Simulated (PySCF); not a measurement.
A calculated (BP86, PySCF 2.14, aug-cc-pVDZ-DK, the spin-free X2C one-electron Hamiltonian (Gaussian nucleus)) atom or ion has these occupied shells.

| shell | electrons | orbital energy (eV) | rms radius, mean of both spins (bohr) |
| --- | --- | --- | --- |
| 1s α | 1 | -7583.1 | 0.0648 |
| 1s β | 1 | -7583.1 | 0.0648 |
| 2s α | 1 | -891.63 | 0.277 |
| 2s β | 1 | -891.15 | 0.277 |
| 2p α | 3 | -762.79 | 0.249 |
| 2p β | 3 | -762.42 | 0.249 |
| 3s α | 1 | -95.202 | 0.838 |
| 3s β | 1 | -94.101 | 0.838 |
| 3p α | 3 | -58.653 | 0.900 |
| 3p β | 3 | -57.580 | 0.900 |
| 3d α | 5 | -2.423 | 1.70 |
| 3d β | 4 | -1.640 | 1.70 |

Q: Name the element and its charge.

A: Co (cobalt, neutral), in [Ar] 3d9, 2D determinant (an excited configuration).
